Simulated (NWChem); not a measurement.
System: GeSiH5OCl; SMILES [OH][Ge@@H]([SiH3])[Cl]

Parts of the log:

```
             Northwest Computational Chemistry Package (NWChem) 7.3.0
             --------------------------------------------------------

 C1  symmetry detected

                             Geometry "geometry" -> ""
                             -------------------------

 Output coordinates in angstroms (scale by  1.889725989 to convert to a.u.)

  No.       Tag          Charge          X              Y              Z
 ---- ---------------- ---------- -------------- -------------- --------------
    1 O                    8.0000     1.81119906    -0.12219866    -0.69894750
    2 Ge                  32.0000     0.37656468    -0.07272586     0.34518466
    3 Si                  14.0000    -0.77908816     1.93801087    -0.18148231
    4 Cl                  17.0000    -0.92169462    -1.73986186    -0.19187074
    5 H                    1.0000     2.32229864    -0.93442279    -0.60424079
    6 H                    1.0000     0.77735992    -0.33636286     1.81154231
    7 H                    1.0000    -1.10188224     1.92440749    -1.63651715
    8 H                    1.0000    -2.03384683     1.97875954     0.62531805
    9 H                    1.0000     0.07245091     3.11793465     0.15212330

 Effective nuclear repulsion energy (a.u.)     458.0628114938

                                 NWChem DFT Module
                                 -----------------

 Summary of "ao basis" -> "ao basis" (spherical)
 ------------------------------------------------------------------------------
       Tag                 Description            Shells   Functions and Types
 ---------------- ------------------------------  ------  ---------------------
 O                        aug-pcseg-1                9       23   4s3p2d
 Ge                       aug-pcseg-1               14       36   6s5p3d
 Si                       aug-pcseg-1               11       27   5s4p2d
 Cl                       aug-pcseg-1               11       27   5s4p2d
 H                        aug-pcseg-1                5        9   3s2p

            General Information
            -------------------
          SCF calculation type: DFT
          Wavefunction type:  closed shell.
          No. of atoms     :     9
          No. of electrons :    76
           Alpha electrons :    38
            Beta electrons :    38
          Charge           :     0
          Spin multiplicity:     1
          Use of symmetry is: off; symmetry adaption is: off
          Maximum number of iterations: 150
          AO basis - number of functions:   158
                     number of shells:    70
          Convergence on energy requested:  1.00D-06
          Convergence on density requested:  1.00D-05
          Convergence on gradient requested:  5.00D-04

              XC Information
              --------------
                         B3LYP Method XC Potential
                     Hartree-Fock (Exact) Exchange  0.200
                        Slater Exchange Functional  0.800 local
                    Becke 1988 Exchange Functional  0.720 non-local
              Lee-Yang-Parr Correlation Functional  0.810
                  VWN I RPA Correlation Functional  0.190 local

             Grid Information
             ----------------
          Grid used for XC integration:  medium
          Radial quadrature: Mura-Knowles
          Angular quadrature: Lebedev.
          Tag              B.-S. Rad. Rad. Pts. Rad. Cut. Ang. Pts.
          ---              ---------- --------- --------- ---------
          O                   0.60       49          15.0       434
          Ge                  1.25      112          15.0       590
          Si                  1.10       88          17.0       590
          Cl                  1.00       88          17.0       590
          H                   0.35       45          17.0       434
          Grid pruning is: on
          Number of quadrature shells:   562
          Spatial weights used:  Erf1

      Superposition of Atomic Density Guess
      -------------------------------------

 Sum of atomic energies:       -2900.51148011

      Non-variational initial energy
      ------------------------------

 Total energy =   -2901.557535
 1-e energy   =   -4949.198936
 2-e energy   =    1589.578590
 HOMO         =      -0.317367
 LUMO         =      -0.001286

     ---------------------------------------------
      Total Density - Mulliken Population Analysis
     ---------------------------------------------

    Atom       Charge   Shell Charges
 -----------   ------   -------------------------------------------------------
    1 O    8     9.25   2.00  0.93  0.89  0.02  3.16  2.09  0.15  0.01  0.00
    2 Ge  32    31.01   2.00  2.00  2.00  0.82  0.46  0.04  6.00  5.98  0.83  0.85  0.03 10.03  0.16 -0.19
    3 Si  14    13.26   2.00  2.00  0.94  0.43 -0.08  5.99  1.95 -0.03 -0.00  0.07 -0.01
    4 Cl  17    17.74   2.00  2.00  1.21  0.77  0.01  6.00  3.92  1.76  0.05  0.01  0.02
    5 H    1     0.59   0.56 -0.03 -0.01  0.05  0.02
    6 H    1     0.93   0.70  0.18 -0.02  0.01  0.07
    7 H    1     1.07   0.71  0.34 -0.00  0.01  0.02
    8 H    1     1.07   0.70  0.34  0.00  0.01  0.02
    9 H    1     1.06   0.71  0.34 -0.00  0.01  0.01

   convergence    iter        energy       DeltaE   RMS-Dens  Diis-err
 ---------------- ----- ----------------- --------- --------- ---------
 d= 0,ls=0.0,diis     1  -2904.7224678868 -3.36D+03  1.62D-02  7.50D-01
 d= 0,ls=0.0,diis     2  -2904.6324621264  9.00D-02  7.86D-03  1.68D+00
 d= 0,ls=0.0,diis     3  -2904.8050014357 -1.73D-01  1.95D-03  6.93D-02
 d= 0,ls=0.0,diis     4  -2904.8102733975 -5.27D-03  9.65D-04  1.11D-02
 d= 0,ls=0.0,diis     5  -2904.8119570891 -1.68D-03  1.62D-04  2.29D-04
  Resetting Diis
 d= 0,ls=0.0,diis     6  -2904.8119875935 -3.05D-05  3.83D-05  8.72D-06
 d= 0,ls=0.0,diis     7  -2904.8119889087 -1.32D-06  1.77D-05  4.56D-07
 d= 0,ls=0.0,diis     8  -2904.8119889139 -5.26D-09  5.81D-06  4.67D-07

         Total DFT energy =    -2904.811988913948
      One electron energy =    -4951.603110817341
           Coulomb energy =     1727.527313642094
    Exchange-Corr. energy =     -138.799003232506
 Nuclear repulsion energy =      458.062811493806

 Numeric. integr. density =       76.000012131725

                       DFT Final Molecular Orbital Analysis
                       ------------------------------------

 Vector   36  Occ=2.000000D+00  E=-3.287182D-01
              MO Center=  9.3D-01, -4.9D-01, -3.2D-01, r^2= 3.4D+00
   Bfn.  Coefficient  Atom+Function         Bfn.  Coefficient  Atom+Function
  ----- ------------  ---------------      ----- ------------  ---------------
     7      0.438010  1 O  pz                96      0.349270  4 Cl py
    10      0.322164  1 O  pz                28     -0.235099  2 Ge s
     5      0.193853  1 O  px                97      0.180688  4 Cl pz
     6      0.178619  1 O  py               123     -0.154854  6 H  s
    93     -0.134749  4 Cl py                 8      0.133208  1 O  px

 Vector   37  Occ=2.000000D+00  E=-3.187485D-01
              MO Center= -3.7D-01, -1.4D+00, -2.4D-01, r^2= 2.9D+00
   Bfn.  Coefficient  Atom+Function         Bfn.  Coefficient  Atom+Function
  ----- ------------  ---------------      ----- ------------  ---------------
    97      0.546364  4 Cl pz                95     -0.420986  4 Cl px
   100      0.282653  4 Cl pz                 5     -0.229088  1 O  px
    94     -0.210115  4 Cl pz                98     -0.181452  4 Cl px
     8     -0.180413  1 O  px                 6     -0.174407  1 O  py
    92      0.161866  4 Cl px                 9     -0.133777  1 O  py

 Vector   38  Occ=2.000000D+00  E=-2.982217D-01
              MO Center= -3.4D-01, -3.1D-01,  1.1D-01, r^2= 4.6D+00
   Bfn.  Coefficient  Atom+Function         Bfn.  Coefficient  Atom+Function
  ----- ------------  ---------------      ----- ------------  ---------------
    96      0.368100  4 Cl py                64      0.301350  3 Si s
    97     -0.277119  4 Cl pz                69      0.273147  3 Si py
    95     -0.254255  4 Cl px                28     -0.235103  2 Ge s
    40     -0.227722  2 Ge py               123      0.219456  6 H  s
    99      0.191623  4 Cl py                37     -0.165048  2 Ge py

 Vector   39  Occ=0.000000D+00  E=-3.372715D-02
              MO Center=  2.8D-01, -8.2D-03,  1.4D-01, r^2= 9.0D+00
   Bfn.  Coefficient  Atom+Function         Bfn.  Coefficient  Atom+Function
  ----- ------------  ---------------      ----- ------------  ---------------
    29      1.154873  2 Ge s                 28      0.998369  2 Ge s
    64     -0.637507  3 Si s                125     -0.606953  6 H  s
     4     -0.517176  1 O  s                152      0.449902  9 H  s
   143      0.410911  8 H  s                 73     -0.398243  3 Si pz
    63     -0.374939  3 Si s                 91     -0.376502  4 Cl s

 Vector   40  Occ=0.000000D+00  E=-3.145075D-02
              MO Center=  8.2D-01,  1.7D-01,  2.5D-01, r^2= 8.8D+00
   Bfn.  Coefficient  Atom+Function         Bfn.  Coefficient  Atom+Function
  ----- ------------  ---------------      ----- ------------  ---------------
    29      0.706058  2 Ge s                 39     -0.492574  2 Ge px
    64     -0.489613  3 Si s                 42     -0.474543  2 Ge px
     4      0.468471  1 O  s                 28      0.370978  2 Ge s
    71     -0.358095  3 Si px               143     -0.356475  8 H  s
   142     -0.323069  8 H  s                115     -0.267003  5 H  s

 Vector   41  Occ=0.000000D+00  E=-1.797022D-02
              MO Center= -4.8D-01,  1.5D+00,  1.5D-01, r^2= 1.2D+01
   Bfn.  Coefficient  Atom+Function         Bfn.  Coefficient  Atom+Function
  ----- ------------  ---------------      ----- ------------  ---------------
    64      2.525241  3 Si s                 29     -1.530499  2 Ge s
   134     -0.963787  7 H  s                 28     -0.776723  2 Ge s
    72     -0.607850  3 Si py                75     -0.599239  3 Si py
    43     -0.573971  2 Ge py               143     -0.559174  8 H  s
    63      0.528295  3 Si s                124      0.384638  6 H  s

     ---------------------------------------------
      Total Density - Mulliken Population Analysis
     ---------------------------------------------

    Atom       Charge   Shell Charges
 -----------   ------   -------------------------------------------------------
    1 O    8     8.93   2.00  0.90  0.91  0.13  2.94  1.87  0.18  0.01  0.00
    2 Ge  32    31.49   2.00  2.00  2.00  1.02  0.20  0.02  6.00  5.97  1.17  0.91  0.02 10.00  0.30 -0.11
    3 Si  14    13.25   2.00  1.99  1.01  0.26 -0.05  5.98  2.17 -0.24  0.02  0.10  0.00
    4 Cl  17    17.52   2.00  1.99  1.26  0.72  0.04  5.99  3.82  1.58  0.08  0.02  0.02
    5 H    1     0.76   0.71 -0.03 -0.00  0.05  0.03
    6 H    1     0.93   0.75  0.11 -0.01  0.01  0.07
    7 H    1     1.04   0.76  0.27 -0.02  0.01  0.03
    8 H    1     1.05   0.76  0.28 -0.03  0.01  0.04
    9 H    1     1.04   0.76  0.27 -0.03  0.01  0.03

     -------------------------------------------
      Total Density - Lowdin Population Analysis
     -------------------------------------------

    Atom       Charge   Shell Charges
 -----------   ------   -------------------------------------------------------
    1 O    8     8.46   1.99  0.79  0.58  0.10  2.79  1.77  0.24  0.02  0.18
    2 Ge  32    31.61   2.00  1.99  1.90  0.50  0.20  0.06  5.99  5.79  1.23  0.75  0.09  9.88  0.73  0.49
    3 Si  14    13.35   2.00  1.93  0.51  0.21  0.05  5.89  1.79  0.53  0.06  0.14  0.23
    4 Cl  17    17.03   2.00  1.96  0.99  0.61  0.12  5.92  3.52  1.58  0.17  0.02  0.15
    5 H    1     0.98   0.51  0.10  0.03  0.14  0.20
    6 H    1     1.08   0.60  0.26  0.04  0.02  0.16
    7 H    1     1.16   0.64  0.27  0.04  0.02  0.18
    8 H    1     1.17   0.65  0.28  0.04  0.02  0.19
    9 H    1     1.17   0.65  0.28  0.04  0.02  0.18

     Multipole analysis of the density
     ---------------------------------

     L   x y z        total         alpha         beta         nuclear
     -   - - -        -----         -----         ----         -------
     0   0 0 0     -0.000000    -38.000000    -38.000000     76.000000

     1   1 0 0      0.261917      0.130958      0.130958      0.000000
     1   0 1 0      0.443321      0.221660      0.221660      0.000000
     1   0 0 1      0.455540      0.227770      0.227770     -0.000000

     2   2 0 0    -38.471955   -135.427708   -135.427708    232.383462
     2   1 1 0     -3.822752      6.791821      6.791821    -17.406394
     2   1 0 1      0.934579      1.243366      1.243366     -1.552152
     2   0 2 0    -38.633425   -238.327907   -238.327907    438.022390
     2   0 1 1      0.244288      1.642239      1.642239     -3.040190
     2   0 0 2    -39.339831    -47.429924    -47.429924     55.520017
```

Level: B3LYP/aug-pcseg-1. Structure relaxed at the PBE0/def2-SVP level. B3LYP is NWChem's, with the RPA form of VWN correlation.

Q: Write an input that gives this output.

A: One answer among several that fit: the input that was run:
```
start job
memory heap 200 mb stack 900 mb global 1100 mb
geometry units angstroms noautoz
  O      1.768576    -0.210709    -0.925874
  Ge     0.515738     0.045897     0.305136
  Si    -0.630738     2.040762    -0.296595
  Cl    -0.912018    -1.597377     0.185088
  H      2.257134    -1.033287    -0.805140
  H      1.128413    -0.061155     1.717055
  H     -1.175125     1.869986    -1.673543
  H     -1.743060     2.249850     0.676045
  H      0.306116     3.202010    -0.247206
end
basis spherical
  O library aug-pcseg-1
  Ge library aug-pcseg-1
  Si library aug-pcseg-1
  Cl library aug-pcseg-1
  H library aug-pcseg-1
end
dft
  xc b3lyp
  iterations 150
  mulliken
end
task dft energy
```
